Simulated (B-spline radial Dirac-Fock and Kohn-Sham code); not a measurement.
## Dipole and non-dipole photoemission parameters of Lu 5s

System: the Lu atom, configuration [Xe] 4f14 5d1 6s2; threshold 65.62 eV (orbital energy of the model). The computed values come from a radial atomic solver: Dirac-Hartree-Slater photoionisation with a Latter tail; cross sections with all multipoles, angular parameters from the dipole term and its interference with E2.

Input of the calculation (task.json; shells as n, l, electrons):

```json
{"items": [{
  "Z": 71,
  "q": 0,
  "cfg": [[1, 0, 2], [2, 0, 2], [2, 1, 6], [3, 0, 2], [3, 1, 6], [3, 2, 10], [4, 0, 2], [4, 1, 6], [4, 2, 10], [4, 3, 14], [5, 0, 2], [5, 1, 6], [5, 2, 1], [6, 0, 2]],
  "A": 175,
  "rrms": 5.37,
  "do": "xps",
  "hv": [60.4, 63.3, 80, 100, 149.0, 150, 163.0, 190.0, 294.0, 304.0, 356.0, 368.0, 600, 842.0, 992.0, 1340.0, 1570.0, 1700.0, 1990.0, 2000, 2380.0, 2950.0, 4000, 4450.0, 4930.0, 6000, 6770.0, 7950.0, 9251.7],
  "edges": {"K": 63314.0, "L1": 10870.0, "L2": 10349.0, "L3": 9244.0, "M1": 2491.0, "M2": 2264.0, "M3": 2024.0, "M4": 1639.0, "M5": 1589.0, "N1": 506.8, "N2": 412.4, "N3": 359.2, "N4": 206.1, "N5": 196.3}
}]}
```

Command: `python xray2_run.py task.json out`

| hν (eV) | σ (kb) | β | γ |
| --- | --- | --- | --- |
| 80 | 54.0 | 0.141 | -0.357 |
| 100 | 67.2 | 1.058 | -0.236 |
| 149 | 71.0 | 1.608 | 0.063 |
| 150 | 70.9 | 1.613 | 0.067 |
| 163 | 68.6 | 1.661 | 0.111 |
| 190 | 62.9 | 1.727 | 0.181 |
| 294 | 41.8 | 1.827 | 0.321 |
| 304 | 40.3 | 1.832 | 0.329 |
| 356 | 33.6 | 1.852 | 0.361 |
| 368 | 32.4 | 1.856 | 0.367 |
| 600 | 17.1 | 1.896 | 0.421 |
| 842 | 10.6 | 1.914 | 0.416 |
| 992 | 8.28 | 1.921 | 0.401 |
| 1340 | 5.21 | 1.932 | 0.347 |
| 1570 | 4.05 | 1.936 | 0.306 |
| 1700 | 3.56 | 1.939 | 0.283 |
| 1990 | 2.75 | 1.942 | 0.231 |
| 2000 | 2.73 | 1.943 | 0.229 |
| 2380 | 2.03 | 1.946 | 0.165 |
| 2950 | 1.40 | 1.950 | 0.080 |
| 4000 | ? | ? | ? |
| 4450 | 0.671 | 1.956 | -0.071 |
| 4930 | 0.555 | 1.957 | -0.101 |
| 6000 | 0.384 | 1.959 | -0.140 |
| 6770 | 0.304 | 1.960 | -0.149 |
| 7950 | 0.223 | 1.961 | -0.141 |
| 9251.7 | 0.165 | 1.962 | -0.109 |

Task: Give the values at 4000 eV.

Result: σ = 0.815 kb, β = 1.955, γ = -0.036. For an s subshell δ is negligible.
